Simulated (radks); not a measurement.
All-electron atom: Ca17+ in [He] 2s1.

All-electron calculation, Dirac Kohn-Sham, LDA (Slater exchange, Perdew-Wang correlation), spin-unpolarised, spherical densities, finite nucleus; Fermi nuclear charge, rms radius 3.4776 fm. Program: a radial shooting solver on a logarithmic mesh with Libxc functionals.

Energy parts (Ry):
| part | energy |
|---|---|
| total | -860.93735 |
| kinetic | 869.79672 |
| electron-nucleus | -1773.93415 |
| Hartree | 67.97614 |
| exchange-correlation | -24.77606 |

Orbitals (lengths in bohr, moments of r in powers of bohr; r(max) is where P^2 peaks; r(90%) holds 90 % of the orbital's charge):
orbital,occ.,eigenvalue (Ry),<r>,r(90%),r(max),small-component weight
1s1/2,2,-359.3635,0.07630,0.136,0.05023,5.15e-03
2s1/2,1,-82.33242,0.3183,0.486,0.2753,1.16e-03

The highest occupied level is 2s1/2 at -1120.2 eV. Summed over all electrons, <r^2> = 0.1340 bohr^2, which gives a Langevin (diamagnetic) susceptibility term of -0.106 x 10^-6 cm^3/mol. The density falls to 0.001 e/bohr^3 at r = 0.88 bohr. The electron density at the nucleus is 5970 e/bohr^3. For comparison, the ionisation energy in NIST's Atomic Spectra Database is 1157.7 eV (theoretical). In exact Kohn-Sham theory the highest level is minus the ionisation energy, but local and semilocal functionals leave it too shallow, through self-interaction and a potential that decays too fast; potentials with the right tail come closer.

Beside tabulated values, note that spin-unpolarised runs miss the spin-polarisation part of the exchange energy of open shells.
